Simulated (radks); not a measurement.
Spin polarisation of the 5d2 shell in Hf. Start: [Xe] 4f14 5d(up 1, down 1) 6s2; electrons of 5d are moved from spin down to spin up, other shells keep equal spins. Calculated with a radial shooting solver on a logarithmic mesh with Libxc functionals: scalar-relativistic Kohn-Sham, PBE, spin-polarised, spherical densities, finite nucleus; Fermi nuclear charge, rms radius of each element as measured or else 0.836 A^(1/3) + 0.57 fm.

moment (Bohr magnetons)  E - E(0) (eV)  e(5d up) (eV)  e(5d down) (eV)  6s down minus up (eV)  4f down minus up (eV)  5p down minus up (eV)
0                                0.000         -2.690           -2.690                  0.000                  0.000                  0.000
0.5                             -0.033         -2.817           -2.549                  0.208                  0.037                  0.215
1                               -0.134         -2.927           -2.392                  0.417                  0.074                  0.430
1.5                             -0.301         -3.020           -2.220                  0.626                  0.110                  0.644
2                               -0.533         -3.095           -2.032                  0.836                  0.146                  0.856

At moment 2 the spin-polarisation energy is -0.533 eV and the 5d exchange splitting 1.063 eV, that is 0.531 eV per Bohr magneton; E = -I m^2/4 would give I = 0.533 eV.
